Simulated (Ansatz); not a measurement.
A made-up structure of BH$_{3}$Te, singlet:

| atom | x (Å) | y (Å) | z (Å) |
| --- | --- | --- | --- |
| B1 | 1.3033 | 0.6008 | -0.3791 |
| Te2 | -0.2799 | -0.5362 | 0.3982 |
| H3 | -1.8803 | -0.1653 | 0.0017 |
| H4 | 0.1486 | -1.8125 | 1.4197 |
| H5 | 0.6496 | 1.3256 | -0.9873 |

It is relaxed with PBE-D4/def2-SVP and then PBE0-D4/def2-TZVP (Ansatz 0.2.0). Atoms count as bonded within 1.22 times the sum of their covalent radii (H–H: 0.88 Å). The end point is not checked to be a true minimum.

**Question.** Does its bonding change? (A judgement: the text doesn't fix the answer.)

**Answer.** The calculation gives: No: no bond forms or breaks.

Where it ends: The first stage lowers the energy by 0.96 eV in 9 steps. It ends as BH₃Te ([BH][TeH2]):
| atom | x (Å) | y (Å) | z (Å) |
| --- | --- | --- | --- |
| B1 | 1.3589 | 0.5995 | -0.2950 |
| Te2 | -0.4872 | -0.1086 | 0.7396 |
| H3 | -2.0014 | -0.7382 | 0.2050 |
| H4 | 0.0204 | -1.6545 | 1.0323 |
| H5 | 1.0505 | 1.3143 | -1.2288 |

Labels in which every atom is bracketed show which atoms are joined, not bond orders.

For scale, one of the runs: PBE0-D4/def2-TZVP relaxation, 99 basis functions, launched by `ansatz run in.yaml --threads 2 --pin off --events-out ev --progress --plain --max-ram 4352MiB`. Hardware: 2 CPU threads of an AMD EPYC 7R13, shared host. Wall time about 23 s.
